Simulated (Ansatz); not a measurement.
Cartesian coordinates in Å:
```
O -0.245 -1.111 1.727
Sb 1.241 -0.546 0.540
Si -0.314 0.958 -0.867
H 0.091 -1.254 2.616
H 1.031 -1.825 -0.587
H -1.603 0.274 -1.139
H 0.367 1.276 -2.153
H -0.567 2.227 -0.136
```

Charge 0, multiplicity 1. Sb takes the def2 core potential.

(1) List the PBE/def2-TZVPP orbital energies in eV (the Gaussian-basis code of Ansatz). (Estimate.)

Results:

(1) The calculation gave: Occupied: -1779.63, -510.06, -149.82, -137.40, -102.76, -102.67, -102.58, -94.14, -94.11, -94.11, -33.17, -33.07, -33.01, -32.94, -32.90, -24.19, -14.63, -12.76, -10.93, -8.89, -8.55, -8.38, -8.02, -6.57, -6.03. Lowest empty: -2.12, -1.02, -0.45, 0.21, 0.58, 0.83, 1.13, 2.44.
